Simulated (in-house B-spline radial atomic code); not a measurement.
Sc⁶⁺. Computed with a B-spline radial atomic code. Model: all-electron spherical atom, spin shells full or empty, radial basis limit, no spin-orbit coupling, Breit or QED, empty-state partial waves extrapolated as (l+1/2)^-4, RPA, G0W0 and static COHSEX of the highest shell as one setting changes (uncorrelated shells keep exact exchange).

Given: element Sc; charge 6; filled core Ne; hamiltonian one-electron scalar X2C; mean-field start r2SCAN; highest l of empty states 9; nuclear rms radius 3.5459 fm; highest mean-field shell 3p up.

Shell: 3s 1 1, 3p 3 0 (electrons up and down).

| lowest nl shells left uncorrelated | RPA correlation energy (hartree) | G0W0 level (eV) | G0W0 minus most complete (meV) | COHSEX level (eV) | linearised minus solved G0W0 (meV) |
| --- | --- | --- | --- | --- | --- |
| 0 | -0.95676 | -137.11 | 0 | -140.34 | -15.8 |
| 1 | ? | ? | ? | ? | ? |
| 2 | -0.66811 | -137.08 | 31.6 | -140.31 | -15.8 |
| 3 | ? | ? | ? | ? | ? |
| 4 | -0.098865 | -137.68 | -565.5 | -139.85 | 6.4 |

Problem. What follows for lowest nl shells left uncorrelated = 3?

Solution. RPA correlation energy -0.26691 hartree; G0W0 level -136.91 eV; G0W0 minus most complete 203.6 meV; COHSEX level -139.96 eV; linearised minus solved G0W0 -15.5 meV.

Problem. What follows for lowest nl shells left uncorrelated = 1?

Solution. RPA correlation energy -0.81893 hartree; G0W0 level -137.1 eV; G0W0 minus most complete 11.3 meV; COHSEX level -140.34 eV; linearised minus solved G0W0 -15.8 meV.
